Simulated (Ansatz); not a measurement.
`O=Cc1ccc[nH]1` + H₂ → pyrrole + `C=O` at 700 K and 1 bar (hydrogenolysis of a C–C bond).

Computed with Ansatz on PBE0-D4/def2-TZVP structures; ΔE is electronic, products minus reactants. CCSD(T)/CBS adds triple-zeta CCSD(T) − MP2 to the extrapolated MP2 energy (def2 sets, frozen cores). This one scheme is used for every species. Each species was taken in one conformer, which may not be the lowest.

```json
{"species": "`O=Cc1ccc[nH]1`", "CCSD(T)/CBS energy (Eh)": "-323.12800", "H − E (kJ/mol)": "319.7", "S (J/(mol·K))": "435.8"}
{"species": "H₂", "CCSD(T)/CBS energy (Eh)": "-1.17544", "H − E (kJ/mol)": "46.8", "S (J/(mol·K))": "155.3"}
{"species": "`c1cc[nH]c1`", "CCSD(T)/CBS energy (Eh)": "-209.90399", "H − E (kJ/mol)": "275.8", "S (J/(mol·K))": "361.0"}
{"species": "`C=O`", "CCSD(T)/CBS energy (Eh)": "-114.39408", "H − E (kJ/mol)": "97.4", "S (J/(mol·K))": "254.3"}
```

H − E and S are ideal-gas, rigid-rotor, harmonic terms from PBE0-D4/def2-TZVP, for one conformer and one mirror image of each species. The MP2-based limit puts H₂ 0.8 mEh under its directly extrapolated value; such offsets cancel only in part. 1 Eh = 2625.50 kJ/mol, R = 8.31446 J/(mol·K).

Problem. By hand: ΔE, ΔH, ΔS and ΔG.

Solution. ΔE = (-209.90399) + (-114.39408) − (-323.12800) − (-1.17544) = 0.00537 Eh = 14.1 kJ/mol. Δ(H − E) = 275.8 + 97.4 − 319.7 − 46.8 = 6.7, so ΔH = 20.8 kJ/mol. ΔS = 361.0 + 254.3 − 435.8 − 155.3 = 24.2 J/(mol·K). ΔG = 20.8 − 700 × (24.2)/1000 = 3.9 kJ/mol.

Problem. By hand: the equilibrium constant, and the temperature at which ΔG would vanish if ΔH and ΔS stayed fixed.

Solution. log₁₀ K = −ΔG/(RT ln 10) = -0.3. ΔG = 0 at ΔH/ΔS = 860 K.

TΔS isn't small against ΔH here. The sign of ΔG lies within the doubt. A doubt of 5 kJ/mol in ΔE shifts log₁₀ K by 0.4 here. Other conformers and mirror images would add mixing entropy, several J/(mol·K) or more a flexible species. These are equilibria of isolated gas molecules and say nothing of rates. Largest T1 diagnostic: 0.015 (customary marks: 0.02 for closed shells, 0.045 for open ones).
